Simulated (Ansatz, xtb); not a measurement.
The molecule MnS, multiplicity 6 (the spin of the measured ground state). No spin–orbit coupling. Mn is treated without relativity. The T1 diagnostic near the minimum is 0.058, so single-reference values are doubtful.

The constants come from a fifth-degree fit in 1/R (seven points, main isotopes). Runs in def2 and cc sets follow the lowest solution found near the PBE0 minimum.

Run with Ansatz (Gaussian basis) for Hartree–Fock, density functionals and correlated methods; xtb for the GFN methods. Values without a source in brackets are computed. The GFN methods have no spin term and hold the electronic entropy of 300 K.

Problem. What bond length and harmonic frequency does GFN1-xTB give?

Solution. r_e = 1.996 Å, ω_e = 683 cm⁻¹.

Problem. What bond length and harmonic frequency does r2SCAN/def2-TZVPP give, and what D_e (from each atom's lowest state at the same level)?

Solution. r_e = 2.042 Å, ω_e = 517 cm⁻¹, D_e = 3.87 eV.

Problem. What bond length and harmonic frequency does wB97X-V/def2-TZVPP give, and what D_e (from each atom's lowest state at the same level)?

Solution. r_e = 2.045 Å, ω_e = 528 cm⁻¹, D_e = 3.09 eV.

Measured for the ground state: D_0 3.081 ± 0.18 eV (a handbook's tabulated 298 K bond energy less 3RT/2; such tables hold older values) [Luo, bond dissociation energies, CRC Handbook].

Doubts at one or more of the structures used: a spin-contaminated determinant (r2SCAN/def2-TZVPP).

Ansatz is a quantum-chemistry and plane-wave program.
